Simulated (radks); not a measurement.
These are the eigenvalues of the occupied orbitals of an atom or ion with whole-number occupations (hartree). All-electron calculation, Dirac Kohn-Sham, relativistic LDA (MacDonald-Vosko exchange, VWN5 correlation), spin-unpolarised, spherical densities, finite nucleus; Fermi nuclear charge, rms radius of each element as measured or else 0.836 A^(1/3) + 0.57 fm. Program: a radial shooting solver on a logarithmic mesh with Libxc functionals.

| orbital | eigenvalue |
|---|---|
| 1s1/2 | -91.25520 |
| 2s1/2 | -17.73983 |
| 2p1/2 | -16.52195 |

Which element is it, and in what charge state? The configuration may be excited. Open shells, if any, fill j = l - 1/2 first.

Answer. Z = 15, phosphorus, charge +10: P10+ in [He] 2s2 2p1. The list shows which subshells hold electrons but not how many an open one holds; the 1s level, -91.255 hartree, gives Z - s = 13.5 by -(Z - s)^2/2, which with screening and relativity narrows Z to a few neighbours, and the depths of the outer levels then fix element, charge and occupations together.
